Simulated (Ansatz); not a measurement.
All numbers were calculated with Ansatz.

A structure relaxed at PBE0-D4/def2-TZVP, charge 0, multiplicity 2:

```csv
atom,x (Å),y (Å),z (Å)
Si1,-0.5800,-0.9526,-1.5375
Se2,1.3707,-0.4049,-0.5161
Si3,0.4065,0.9831,1.0189
H4,-0.2656,-2.0532,-2.4895
H5,-1.5917,-1.4048,-0.5381
H6,-0.1602,2.1858,0.3603
H7,1.4900,1.3769,1.9512
H8,-0.6697,0.2698,1.7508
```

Task: Give its formula and SMILES.

Result: H5SeSi2, `[SiH2][Se][SiH3]`.

Task: Summarise the bond lengths by kind.

Result: 2 × Se–Si 2.269 to 2.283 Å; 5 × H–Si 1.483 to 1.492 Å.
